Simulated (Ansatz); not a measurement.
## Abstraction of H: MgH(SH) + CH5SSn → MgSH + CH6SSn

Species: MgH(SH), singlet; CH5SSn `C[S][SnH2]`, doublet; MgSH `[Mg][SH]`, doublet; CH6SSn `C[S][SnH3]`, singlet. A radical takes H: the energy is the difference in strength between the Mg–H bond broken and the Sn–H bond made.

Shapes, held fixed at every level: PBE0-D4/def2-TZVP. Flexible molecules stand in one conformer, not always the lowest. Programs: Ansatz 0.2.0. The zero-point and thermal change to 298 K, harmonic and unscaled (PBE0-D4/def2-TZVP), is +5.8 kJ/mol.

| level | kind | ΔH(298 K) (kJ/mol) | less CCSD(T)/def2-TZVPP |
| --- | --- | --- | --- |
| MP2/def2-SVP | perturbation theory | -25.5 | -3.5 |
| HF/def2-SVP | Hartree–Fock | -29.4 | -7.4 |
| PBE-D4/def2-TZVPP | GGA | -12.6 | +9.4 |
| r2SCAN-D4/def2-TZVPP | meta-GGA | -12.8 | +9.2 |
| wB97M-V/def2-TZVPP | range-separated hybrid | -6.8 | +15.2 |
| CCSD(T)/def2-SVP | coupled cluster or CI | -17.9 | +4.1 |
| CCSD(T)/def2-TZVPP | coupled cluster or CI | -22.0 | 0.0 |

The highest level, CCSD(T)/def2-TZVPP, gives ΔH(298 K) = -22.0 kJ/mol; the levels span -29.4 to -6.8. The column of differences is taken from that level and isn't an error. No measured value is set beside it here. Open shells run unrestricted. For atoms past krypton def2 sets carry core potentials with scalar relativity. Outer-core shells of Mg, Sn are correlated in most correlated rows, in sets that cover them unevenly.
